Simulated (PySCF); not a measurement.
FH2InSe2. Atoms are numbered in the order given.

```xyz
6

In     0.4413     0.0024     0.0000
F      2.4222    -0.0605     0.0000
Se    -0.6686    -2.2683     0.0000
H      0.6830    -2.8889     0.0000
Se    -0.5718     2.3153     0.0000
H     -1.9320     1.7135     0.0000
```
Charge 0, spin multiplicity 1.

The structure is a stationary point at PBE-D3(BJ)/def2-SVP. The structure was generated by enumeration; whether it is a known compound was not checked. The def2 effective core potentials stand for the cores of In; spin–orbit coupling is left out. Other conformers were not sampled.

The numbers are results of ωB97X/def2-TZVP run with PySCF, not measurements.

Symmetry labels are those of the subgroup Cs that the program uses (full group Cs).

Computed valence orbital energies around the gap with their symmetry:
| orbital | symmetry | energy (eV) |
|---|---|---|
| HOMO−7 | A' | -13.74 |
| HOMO−6 | A' | -13.53 |
| HOMO−5 | A" | -12.99 |
| HOMO−4 | A' | -12.97 |
| HOMO−3 | A' | -12.07 |
| HOMO−2 | A' | -10.61 |
| HOMO−1 | A" | -10.17 |
| HOMO | A" | -9.75 |
| LUMO | A' | -0.61 |
| LUMO+1 | A" | 0.33 |
| LUMO+2 | A' | 1.47 |
| LUMO+3 | A' | 1.74 |
